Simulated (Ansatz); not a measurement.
Reaction (cleavage of the Si–Ga bond): `S[SiH2][GaH][I]` + `[SiH3]S` → `[SiH3]S[SiH2]S` + `[GaH2][I]`

Computed with Ansatz on PBE0-D4/def2-TZVP structures; ΔE is electronic, products minus reactants. CCSD(T)/CBS adds triple-zeta CCSD(T) − MP2 to the extrapolated MP2 energy (def2 sets, frozen cores). Functionals use def2-TZVPP. B3LYP here is the variant with VWN-RPA as its local correlation; programs differ in this. Elements past krypton have def2 core potentials. For Ga, I outer-core shells are correlated without core-valence functions, which leaves a few kJ/mol of doubt a bond. Scalar relativity is left out up to krypton. One conformer a species, not always the lowest.

```
             level  ΔE (kJ/mol)  difference from CCSD(T)/CBS
            PBE-D4        -31.8                          7.1
         r2SCAN-D4        -41.0                         -2.1
           PBE0-D4        -36.4                          2.5
          B3LYP-D4        -36.1                          2.8
           ωB97X-V        -42.6                         -3.7
           ωB97M-V        -44.9                         -6.0
            B2PLYP        -39.0                         -0.1
               PBE        -30.1                          8.8
            r2SCAN        -40.4                         -1.5
              PBE0        -35.1                          3.8
             B3LYP        -33.6                          5.3
     HF/def2-TZVPP        -46.7                         -7.8
    MP2/def2-TZVPP        -46.3                         -7.4
SCS-MP2/def2-TZVPP        -44.9                         -6.0
   CCSD/def2-TZVPP        -38.4                          0.5
CCSD(T)/def2-TZVPP        -38.6                          0.3
     HF/def2-QZVPP        -48.1                         -9.2
    MP2/def2-QZVPP        -46.9                         -8.0
SCS-MP2/def2-QZVPP        -46.1                         -7.2
      HF/CBS(def2)        -48.3                         -9.4
     MP2/CBS(def2)        -46.6                         -7.7
    CCSD/CBS(def2)        -38.7                          0.2
       CCSD(T)/CBS        -38.9                            0
```

Largest T1 diagnostic among the species: 0.012.

From PBE to PBE0 (25 % exact exchange), in def2-TZVPP and without D4, ΔE moves by −4.9 kJ/mol.

CCSD(T)/CBS has its own doubt, a few kJ/mol and more with outer-core shells, so smaller differences from it don't rank the levels.
